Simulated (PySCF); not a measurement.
# How methods differ on the excitation energy of Cr⁺

Cr⁺ [Ar] 3d5 (6S) → Cr⁺ [Ar] 3d4 4s1 (6D), as a difference of total energies. Calculation: PySCF 2.14, in def2-QZVPPD; the non-relativistic Hamiltonian (point nucleus). Correlated levels: valence: [Ar] frozen. The calculations carry no spin-orbit coupling.

```
           method  excitation energy (cm⁻¹)  difference from reference (cm⁻¹)
              UHF                    8020.7                             -4257
    MP2 (valence)                     13165                              +887
SCS-MP2 (valence)                    9735.6                             -2542
   CCSD (valence)                     12884                              +606
CCSD(T) (valence)                     13073                              +795
```

Reference: 12278 cm⁻¹ (measured; NIST levels, between the centres of gravity of the two terms).

These non-relativistic numbers lack the scalar-relativistic shift.

Errors of the correlated levels include the incompleteness of this basis and the frozen core.
